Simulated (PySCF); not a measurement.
Structure revision by computed shifts

A compound C₅H₁₁NSi gives the data below (simulated from a calculation) and was assigned the structure `C=N[SiH2]CC(=C)C`.

¹³C{¹H} NMR (computed): δ 168.1 (CH), 127.2 (CH), 67.2 (C), 33.8 (CH3, 2C).

¹H NMR (400 MHz, computed): δ 7.10 (d, 1H), 5.94 (m, 1H), 5.51 (m, 2H), 1.29 (s, 6H), -0.20 (br s, 1H).

- GFN2-xTB geometry
- NMR shieldings at PBE0/pcSseg-1/GIAO
- code: PySCF 2.14
- one conformer, equivalent nuclei averaged, gas phase, non-relativistic

Shifts are taken against calculated references (same method and geometry level): ¹H, ¹³C against TMS.

Problem. Compare with the shifts computed for the proposed structure, pairing carbons in order of shift.

Solution. Atoms are numbered as in `[CH2:1]=[N:2][SiH2:3][CH2:4][C:5](=[CH2:6])[CH3:7]`. Hydrogens are named by the atom that carries them.

```json
{"atom": "C1", "computed for proposal": "171.0", "given list": "168.1", "difference": "+2.9"}
{"atom": "C5", "computed for proposal": "149.5", "given list": "127.2", "difference": "+22.3"}
{"atom": "C6", "computed for proposal": "116.0", "given list": "67.2", "difference": "+48.8"}
{"atom": "C4", "computed for proposal": "30.4", "given list": "33.8", "difference": "-3.4"}
{"atom": "C7", "computed for proposal": "27.1", "given list": "33.8", "difference": "-6.7"}
```

The rms difference is 24.3 ppm and the largest +48.8 ppm at C6 (terminal =CH2 carbon). The proposal also would give 5 carbon signals, not 4. The carbon types in order of shift don't match either: CH2, C, CH2, CH2, CH3 for the proposal against CH, CH, C, CH3, CH3 in the data. The proposal doesn't fit.

Problem. Which isomer fits?

Solution. SMILES [SiH2]1C=CC(C)(C)N1.

- Carbon types of the structure: 1 × C, 2 × CH, 2 × CH3, leaving 3 H on heteroatoms.
- δC 168.1, 127.2: alkene CH.
- δC 67.2: allylic fully substituted sp3 carbon bonded to N; pulled downfield by the heteroatom.
- δH 7.10, 5.94: hydrogen on an alkene CH; a vinylic proton, deshielded by the sp2 carbon and the C=C anisotropy.
- δH -0.20: hydrogen on a nitrogen bonded to C, Si, in a 5-membered ring; exchangeable, gas-phase position.

Other isomers checked: C=C/C(C)=N\C[SiH3] (rms 27.4 ppm).

This is the structure that produced the data.

Exchangeable OH/NH protons stand at their gas-phase positions; hydrogen bonding in a real sample shifts them, mostly to higher δ. Shifts are as computed. Against solution values, carbons near 30 ppm lie about +3 ppm off and those near 130 ppm about +5 ppm. Of 1211 compounds with measured shifts, 218 miss one by over three times the rms of a fit or turn the order of signals round; such compounds aren't used in these exercises. Multiplicities follow the n + 1 count of equivalent neighbours, as no J values were calculated; m marks all less simple cases, F and P coupling included.
